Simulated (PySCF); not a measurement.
BiH2(tBu), C4H11Bi.
Bonds: Bi1–C4, C4–C5, C4–C6, C4–C7. Hydrogens: H2, H3 on Bi1; H8, H9, H10 on C5; H11, H12, H13 on C6; H14, H15, H16 on C7.

Method: PBE0-D3(BJ)/def2-SVP geometry optimisation, gas phase, def2 core potentials past Kr (PySCF); density fitting, grid level 1; the optimiser is geomeTRIC in internal coordinates, started from a GFN2-xTB structure with every atom displaced at random (about 0.03 Å).

Step 0: E = -10158.5764 eV
```
atom  x, y, z in Å  |  force x, y, z in eV/Å
Bi1     1.0207    1.5796    1.3227   -1.109   1.190   0.204
H2      2.3775    1.6140    0.2555    0.878  -0.015  -0.604
H3      0.2004    2.8889    0.2185    0.419  -0.603   0.684
C4      0.0579   -0.0564    0.1157   -3.974   0.131   0.133
C5     -1.4892   -0.2269    0.5791    3.143   2.489   3.560
C6      0.7207   -1.3318    0.4006    0.959  -1.407   0.777
C7      0.0092    0.2367   -1.3619   -2.417   0.804   1.909
H8     -1.9338   -1.0055    0.0681   -1.204  -2.142  -1.341
H9     -1.5222   -0.4099    1.7351   -0.028  -0.074  -1.854
H10    -2.0509    0.6998    0.4590   -0.215   0.270  -0.379
H11     0.7108   -1.5869    1.4984   -0.008   0.087  -0.748
H12     1.7806   -1.2522    0.0920   -0.066  -0.532  -0.073
H13     0.1928   -2.1576   -0.1464    0.541   0.248   0.246
H14     0.9515    0.3812   -1.6901    3.677   0.532  -1.762
H15    -0.5828    1.1236   -1.5747   -0.067   0.548   0.016
H16    -0.4773   -0.5305   -1.9051   -0.530  -1.526  -0.768
```

Step 1: E = -10159.3253 eV
```
atom  x, y, z in Å  |  force x, y, z in eV/Å
Bi1     0.9683    1.6555    1.3454    0.652  -0.592  -0.020
H2      2.4253    1.6927    0.2262   -0.310  -0.005   0.288
H3      0.2127    2.9048    0.3788   -0.323   0.445  -0.367
C4     -0.0115   -0.0625    0.1180   -0.741  -0.268  -0.163
C5     -1.4748   -0.1883    0.6018    0.796   0.429   0.231
C6      0.7253   -1.3636    0.4142    0.330   0.128   0.171
C7     -0.0169    0.2332   -1.3813    0.014   0.203   0.301
H8     -1.9561   -1.0220    0.0699   -0.210  -0.034  -0.020
H9     -1.5163   -0.3815    1.6853   -0.063  -0.184   0.007
H10    -2.0345    0.7456    0.4346   -0.104  -0.097  -0.188
H11     0.7263   -1.6126    1.4879   -0.060   0.044   0.036
H12     1.7824   -1.3385    0.0960   -0.092   0.038  -0.071
H13     0.2449   -2.2125   -0.1030   -0.052   0.013  -0.093
H14     0.9963    0.3775   -1.7819    0.028  -0.062  -0.059
H15    -0.6027    1.1385   -1.6053    0.061   0.024  -0.005
H16    -0.5030   -0.6000   -1.9199    0.076  -0.083  -0.050
```

Step 2: E = -10159.3722 eV
```
atom  x, y, z in Å  |  force x, y, z in eV/Å
Bi1     0.9730    1.6246    1.3370   -0.074   0.294  -0.220
H2      2.4066    1.6612    0.2431   -0.026   0.000   0.028
H3      0.1679    2.9300    0.3317    0.160  -0.271   0.212
C4     -0.0291   -0.0717    0.1207   -0.034  -0.175  -0.201
C5     -1.4645   -0.1806    0.6190    0.071   0.093  -0.083
C6      0.7286   -1.3634    0.4106    0.108   0.102   0.071
C7     -0.0115    0.2377   -1.3718    0.102   0.052   0.013
H8     -1.9770   -1.0078    0.0900   -0.049   0.079   0.052
H9     -1.5110   -0.3919    1.6954   -0.031  -0.087   0.131
H10    -2.0283    0.7493    0.4388   -0.050  -0.066  -0.055
H11     0.7350   -1.6116    1.4834   -0.026  -0.006   0.047
H12     1.7776   -1.3245    0.0748   -0.024   0.042  -0.037
H13     0.2506   -2.2104   -0.1129   -0.041  -0.025  -0.040
H14     1.0145    0.3669   -1.7654   -0.180  -0.057   0.080
H15    -0.5777    1.1548   -1.6017    0.037  -0.035  -0.005
H16    -0.4889   -0.5964   -1.9261    0.058   0.060   0.009
```

Task: Estimate the geometry and energy of step 3. (The exact step hangs on the optimiser's Hessian estimate; all steps are aligned on step 2, rigid shifts and turns removed.)

Result: E = -10159.3841 eV, largest force 0.110 eV/Å
```
atom  x, y, z in Å  |  force x, y, z in eV/Å
Bi1     0.9785    1.6224    1.3279   -0.049   0.051   0.073
H2      2.4021    1.6573    0.2376    0.065  -0.004  -0.056
H3      0.1811    2.9024    0.3426    0.007  -0.003   0.014
C4     -0.0363   -0.0739    0.1174   -0.020  -0.080  -0.073
C5     -1.4696   -0.1798    0.6219    0.007   0.015   0.027
C6      0.7318   -1.3557    0.4104    0.013   0.012   0.049
C7     -0.0106    0.2371   -1.3713    0.044   0.025  -0.011
H8     -1.9939   -1.0029    0.0997   -0.002   0.015   0.008
H9     -1.5189   -0.3966    1.7021    0.004  -0.004  -0.026
H10    -2.0407    0.7437    0.4350   -0.012  -0.009  -0.008
H11     0.7408   -1.6010    1.4855   -0.006  -0.006  -0.014
H12     1.7768   -1.3020    0.0661   -0.001   0.005  -0.010
H13     0.2567   -2.2060   -0.1142    0.005  -0.010   0.004
H14     1.0168    0.3581   -1.7533   -0.068  -0.021   0.031
H15    -0.5676    1.1567   -1.6077    0.006  -0.009  -0.006
H16    -0.4811   -0.5938   -1.9333    0.006   0.023  -0.001
```

The energy changes by -0.0119 eV. The first-order estimate −F·Δx gives -0.0221 eV and the mean of the old and new forces, exact on a quadratic surface, -0.0115 eV. The step makes an angle of 59° with the force vector and moves no atom by more than 0.033 Å.

What follows is the cost of the whole optimisation. On an Arm Neoverse V2 with one thread (shared host), this took 49 s wall and 0.55 GiB of memory at its peak.
